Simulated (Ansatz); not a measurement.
Ansatz (a quantum-chemistry and plane-wave program) input (CCSD(T)/cc-pV(D+d)Z):
A basis named .json is the Basis Set Exchange file of that set.

Ansatz 0.2 input:
```yaml
crystal:
  periodic: [false, false, false]
  atoms:
    - {symbol: Si, position_ang: [-0.02157484, 0.00592806, 0.01518771]}
    - {symbol: O, position_ang: [-0.58324766, -1.45780421, 0.53314996]}
    - {symbol: N, position_ang: [-1.22147264, 1.26719952, -0.05883350]}
    - {symbol: N, position_ang: [1.15788753, 0.67080087, 1.04512113]}
    - {symbol: N, position_ang: [0.57457046, -0.36281708, -1.54546164]}
    - {symbol: H, position_ang: [-0.84240440, -1.51491841, 1.45573632]}
    - {symbol: H, position_ang: [-2.12347604, 0.95427118, -0.42226862]}
    - {symbol: H, position_ang: [2.02518689, 0.22139256, 1.28296021]}
    - {symbol: H, position_ang: [1.11220952, 1.63461219, 1.32806744]}
    - {symbol: H, position_ang: [1.08082119, 0.32056269, -2.08379637]}
    - {symbol: H, position_ang: [0.13879436, -1.06276272, -2.12430848]}
basis:
  gaussian:
    orbitals: cc-pV_D+d_Z.json
magnetization: {spin_polarized: true, initial_magnetization: 1}
correlation: {method: ccsd_t, electrons: outside_noble_gas}
```

Output:

```
Functional definition: HF
integrals: 0.27 GiB planned
1051 factors; integrals over basis functions are off by at most 1.3e-3 eV
mean field: 0.45 GiB planned
mean field evaluation 1: about -14437.0578 eV, gradient 3.4e1 eV
mean field evaluation 2: about -14437.0603 eV, gradient 3.4e1 eV
mean field evaluation 4: about -14442.4243 eV, gradient 3.3e0 eV
mean field evaluation 8: about -14442.5848 eV, gradient 2.0e-1 eV
mean field evaluation 16: about -14437.0571 eV, gradient 3.4e1 eV
mean field evaluation 32: about -14442.2613 eV, gradient 3.1e0 eV
mean field evaluation 64: about -14441.3939 eV, gradient 2.6e-1 eV
mean field evaluation 96: about -14437.7493 eV, gradient 4.9e-1 eV
mean field -14442.58831947 eV, -530.7553312024 hartree, gradient 2.0e-6 eV, S^2 0.757310; 5 other end points of the search recorded, 0 dependent functions left out
determinant -14442.58831947 eV, -530.7553312024 hartree, with singles and doubles -14464.30506381 eV, -531.5534068368 hartree
determinant -14441.38437832 eV, -530.7110871814 hartree, with singles and doubles -14463.12662795 eV, -531.5101001179 hartree
9 core orbitals not correlated
reference -14442.58831947 eV, -530.7553312024 hartree; 16, 15 occupied and 84, 85 virtual orbitals, 1051 factors
second order -20.48780960 eV of doubles, -0.00000000 eV of singles
coupled cluster: 1.21 GiB planned
cycle   1  -21.71791811 eV  change   -1.2e-3 eV  update   2.4e-3
cycle   2  -21.71875837 eV  change   -8.4e-4 eV  update   1.7e-3
cycle   3  -21.71810452 eV  change    6.5e-4 eV  update   1.0e-3
cycle   4  -21.71897647 eV  change   -8.7e-4 eV  update   4.6e-4
cycle   5  -21.71956484 eV  change   -5.9e-4 eV  update   3.5e-4
cycle   6  -21.71995375 eV  change   -3.9e-4 eV  update   3.0e-4
cycle   7  -21.71942530 eV  change    5.3e-4 eV  update   1.9e-4
cycle   8  -21.71924512 eV  change    1.8e-4 eV  update   7.6e-5
cycle   9  -21.71935137 eV  change   -1.1e-4 eV  update   4.4e-5
cycle  10  -21.71941852 eV  change   -6.7e-5 eV  update   1.9e-5
cycle  11  -21.71940391 eV  change    1.5e-5 eV  update   9.2e-6
perturbative correction -0.50823506 eV, -0.0186772941 hartree
Total energy: -14464.81595844 eV, -531.5721818683 hartree
```

It need not be the lowest isomer of its formula.
